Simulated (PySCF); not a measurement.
Sn(Br)(OH)3 (BrH₃O₃Sn), SMILES [Br][Sn]([OH])([OH])[OH].

The structure is a stationary point at r2SCAN-D4/def2-SVP. The structure was generated by enumeration; whether it is a known compound was not checked. The def2 effective core potentials stand for the cores of Sn; spin–orbit coupling is left out. Other conformers were not sampled.

Level of theory: PySCF with HF/def2-TZVP.

Gas-phase values at a fixed geometry.

* **total energy**: -3012.30839 hartree
* **highest occupied level**: -12.05 eV
* **lowest empty level**: 1.20 eV
* **orbital gap**: 13.26 eV
* **dipole moment**: 1.88 D
* **quadrupole, principal values (traceless, Buckingham form, about the centre of nuclear charge)**: -11.11, 5.51, 5.60 D·Å
* **mean static polarisability**: 59.9 bohr³ (8.87 Å³)
* **polarisability, principal values**: 54.5, 54.5, 70.6 bohr³
